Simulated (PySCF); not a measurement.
C11H12O2.
Atom-mapped SMILES: `[O:1]=[C:2]1[CH2:3][CH2:4][CH2:5][c:6]2[cH:7][cH:8][cH:9][c:10]([CH2:11][OH:12])[c:13]21` (hydrogens: H14, H15 on C3; H16, H17 on C4; H18, H19 on C5; H20 on C7; H21 on C8; H22 on C9; H23, H24 on C11; H25 on O12)

Geometry (PBE0-D3(BJ)/def2-SVP, Å), atoms numbered from 1 in this order:
```
atom  x, y, z in Å
O1     0.3126   -2.3728    0.8710
C2     0.6578   -1.2089    0.7469
C3     1.9903   -0.7887    1.3298
C4     2.4981    0.5577    0.8537
C5     1.3920    1.5881    1.0001
C6     0.1657    1.1827    0.2277
C7    -0.6339    2.1647   -0.3595
C8    -1.7592    1.8117   -1.0929
C9    -2.0913    0.4687   -1.2547
C10   -1.3253   -0.5450   -0.6808
C11   -1.7507   -1.9808   -0.9237
O12   -2.2588   -2.6228    0.2024
C13   -0.1847   -0.1804    0.0823
H14    1.8406   -0.7734    2.4255
H15    2.6939   -1.6125    1.1377
H16    2.8008    0.4946   -0.2052
H17    3.3910    0.8556    1.4238
H18    1.1324    1.6960    2.0702
H19    1.7221    2.5823    0.6640
H20   -0.3604    3.2165   -0.2433
H21   -2.3784    2.5866   -1.5519
H22   -2.9712    0.1945   -1.8426
H23   -2.5491   -1.9681   -1.6824
H24   -0.8973   -2.5325   -1.3656
H25   -1.4743   -2.7874    0.7509
```

Method used: TDDFT CAM-B3LYP/def2-SVPD, vertical, gas phase, core orbitals frozen in the response in PySCF.

Frontier orbitals with the atoms that hold most of them (Löwdin shares over 4%, at most four atoms; ? is withheld):

| orbital | ε (eV) | atoms |
| --- | --- | --- |
| HOMO-3 | -9.22 | O12 31%, O1 28%, C2 7%, C11 6% |
| HOMO-2 | -8.89 | O1 20%, C13 17%, C8 13%, C10 8% |
| HOMO-1 | -8.84 | O12 30%, O1 13%, C13 11%, C8 7% |
| HOMO | ? | ? |
| LUMO | -0.94 | ? |
| LUMO+1 | 0.47 | C6 18%, C9 17%, C10 15%, C7 15% |
| LUMO+2 | 1.11 | C5 12%, C4 10%, H19 9%, C7 8% |

**Question.** Give the leading atoms of the LUMO.

**Answer.** C2 (bonded to 2 C and O) 20%; O1 (bonded to C) 17%; C8 (bonded to 2 C and H) 13%; C13 (bonded to 3 C) 10%. By element: carbon 43% or more, oxygen 17% or more.

**Question.** Which atoms hold the HOMO, and with what shares?

**Answer.** C9 (bonded to 2 C and H) 20%; C7 (bonded to 2 C and H) 17%; C10 (bonded to 3 C) 17%; C6 (bonded to 3 C) 16%.

**Question.** What is the HOMO energy, and the HOMO–LUMO gap?

**Answer.** ε(HOMO) = -8.60 eV; the gap is 7.66 eV (0.2814 hartree).

**Question.** The HOMO–LUMO gap is 7.66 eV. Where does the response calculation put the lowest singlet, and from which orbitals?

**Answer.** S1 is at 3.98 eV (f = 0.0004), 3.68 eV below the gap, made of HOMO-3→LUMO (34%), HOMO-2→LUMO (31%), HOMO-1→LUMO (23%). Its leading pair isn't HOMO and LUMO; the energies of that pair differ by 8.28 eV. 

Next come S2 at 4.67 eV (f 0.051), HOMO→LUMO (85%); S3 at 5.11 eV (f 0.067), HOMO-1→LUMO (68%), HOMO-3→LUMO (20%); S4 at 5.23 eV (f 0.118), HOMO-2→LUMO (54%), HOMO-3→LUMO (37%); S5 at 6.40 eV (f 0.248), HOMO-2→LUMO+1 (43%), HOMO-1→LUMO+1 (22%), HOMO→LUMO+1 (12%).

Time: 2.7 min wall, 5.9 min CPU (grids of density and orbitals included); peak memory 2.5 GiB. Hardware: 2 threads of an Intel Xeon Platinum 8259CL at 2.50 GHz, shared host with 96 logical CPUs at a one-minute load of 35.

One conformer stands for the species.
